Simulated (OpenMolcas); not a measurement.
**Co6+: the spin-orbit constant, worked from levels**

- Program: OpenMolcas 26.06
- Basis: ANO-R1 [5s3p2d1f]
- Scalar Hamiltonian: X2C, finite nucleus
- Active space: 3 electrons in 5 orbitals (3d)
- State averaging: 2S+1 = 4 even, 10 roots; 2S+1 = 2 even, 40 roots
- Spin-orbit coupling: state interaction with AMFI integrals over the reference wave functions, term energies averaged over their components

Methods: CASSCF; MS-CASPT2, IPEA 0.25 Eh, imaginary shift 0.1 Eh (closed shells correlated: 3s 3p). Measured levels: Sugar and Corliss, J. Phys. Chem. Ref. Data 10, 1097 (1981).

**The spin-orbit constant.** For the Hund term ⁴F of d3, E(J) = (A/2) J(J+1) + constant and ζ = 2S·A = 3A. From J = 3/2 to J = 9/2 the energy changes by 10.5 A.

```csv
Source,E(9/2) - E(3/2),A,ζ
CASSCF,2798.5,266.5,800
MS-CASPT2,2803.7,267.0,801
measured,2723.0,259.3,778
```

All in cm-1. MS-CASPT2 is off by +3.0 % and CASSCF by +2.8 %. Both methods take the spin-orbit matrix elements from the reference wave functions, so the second can move ζ only through the term energies and any multistate remixing. Second-order mixing with other terms is absorbed into this ζ.

CASPT2 does not keep the components of a term degenerate, so their means are used; among the terms shown or strongly mixed into the levels shown the widest spread is 750 cm-1 (3d³ ⁴F, MS-CASPT2). The basis is small and was not contracted for so high a charge. Without dynamic correlation excited terms often stand tens of per cent too high (terms of higher spin than the ground term too low), and those without a measured partner can miss by more than the paired ones (holds for CASSCF). Measured partners are found by configuration, term and J. A level has none where our copy of the source lacks it or the pairing is in doubt (some pairs that miss far off the trend of their configuration count as doubtful), and it then counts in no deviation. Levels of configurations outside the active space are missing.
